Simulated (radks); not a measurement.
Results of a calculation; reference values are marked as such.
Problem. Pm3+, configuration [Xe] 4f4 (the NIST ground configuration). Level of theory: Dirac Kohn-Sham, XLYP, spin-unpolarised, spherical densities, finite nucleus; open shells fill j = l - 1/2 first; Fermi nuclear charge, rms radius 4.962 fm (a radial shooting solver on a logarithmic mesh with Libxc functionals).

Spin-orbit splittings of the eigenvalues, e(l+1/2) - e(l-1/2), with zeta = 2 splitting/(2l+1) and mean radii in bohr:

| shell | occ. | splitting (eV) | zeta (eV) | <r> j=l-1/2 | <r> j=l+1/2 |
|---|---|---|---|---|---|
| 2p | 6 | 560.5 | 373.6 | 0.08244 | 0.08896 |
| 3p | 6 | 112.7 | 75.11 | 0.2498 | 0.2624 |
| 3d | 10 | 24.41 | 9.765 | 0.2339 | 0.2379 |
| 4p | 6 | 24.73 | 16.49 | 0.6069 | 0.6353 |
| 4d | 10 | 4.416 | 1.766 | 0.6794 | 0.6894 |
| 4f | 4 | ? | ? | 0.9349 | 0.9451 |
| 5p | 6 | 3.654 | 2.436 | 1.563 | 1.643 |
| 5d | 0 | 0.3654 | 0.1462 | 2.256 | 2.289 |

Estimate the 4f splitting.

Solution. 0.5283 eV (zeta = 0.1510 eV).
